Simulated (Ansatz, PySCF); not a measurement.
sulfur tetrafluoride (F4S), SMILES FS(F)(F)F. Atoms are numbered in the order given.

```xyz
5

F      1.2204     0.0000    -0.6169
S      0.0000     0.0000     0.3878
F      0.0000    -1.6541     0.2756
F      0.0000     1.6541     0.2756
F     -1.2204     0.0000    -0.6169
```

The structure is a stationary point at PBE0-D3(BJ)/def2-SVP.

Two levels are set side by side: PBE-D3(BJ)/def2-SVP (Ansatz, a program for electronic structure) and PBE0-D3(BJ)/def2-SVP (Ansatz). Each level has its own optimised geometry; the coordinates shown are those of the second. Frequencies come from the Hessian of PySCF at each geometry. Differences are taken from unrounded values.

```tsv
quantity	PBE0-D3(BJ)
mean bond length (Å)	1.619
bond F1–S2 (Å)	1.581
bond S2–F3 (Å)	1.658
bond S2–F4 (Å)	1.658
bond S2–F5 (Å)	1.581
highest harmonic wavenumber (cm⁻¹)	907
mean harmonic wavenumber (cm⁻¹)	586
zero-point energy (kcal/mol)	7.54
```

Task: What does PBE-D3(BJ) give, and how far is it from PBE0-D3(BJ)? (The exact figures need the calculation; the answer reports its results.)

Result: 
| quantity | PBE-D3(BJ) | PBE-D3(BJ) minus PBE0-D3(BJ) |
|---|---|---|
| mean bond length (Å) | 1.651 | 0.031 |
| bond F1–S2 (Å) | 1.613 | 0.033 |
| bond S2–F3 (Å) | 1.688 | 0.030 |
| bond S2–F4 (Å) | 1.688 | 0.030 |
| bond S2–F5 (Å) | 1.613 | 0.033 |
| highest harmonic wavenumber (cm⁻¹) | 830 | -77 |
| mean harmonic wavenumber (cm⁻¹) | 536 | -50 |
| zero-point energy (kcal/mol) | 6.90 | -0.64 |

Exact exchange shortens and stiffens bonds; PBE has none. Differences between two approximate levels are no errors against the true value.
